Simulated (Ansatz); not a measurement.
`CSS[SiH2][SiH3]` + `C=C(C)Cl` → `C=C(Cl)[SiH2][SiH3]` + `CSSC`  (formal exchange of groups at the Si–S bond)

Isolated molecules relaxed with PBE0-D4/def2-TZVP in Ansatz; ΔE leaves out vibrations. CCSD(T)/CBS is the MP2 limit (def2-TZVPP, def2-QZVPP) plus CCSD(T) − MP2 in def2-TZVPP, frozen cores. Functionals use def2-TZVPP. Each species was taken in one conformer, which may not be the lowest.

| level | ΔE (eV) |
| --- | --- |
| PBE | 0.74 |
| CCSD(T)/def2-TZVPP | 0.76 |

(1) What does CCSD(T)/CBS give? (An estimate is asked.)

Largest T1 diagnostic among the species: 0.013.

Results:

(1) Ansatz gave: +0.77 eV. The listed levels differ from it by -0.03, -0.01 eV.

From PBE to PBE0 (25 % exact exchange), in def2-TZVPP and without D4, ΔE moves by +0.03 eV.
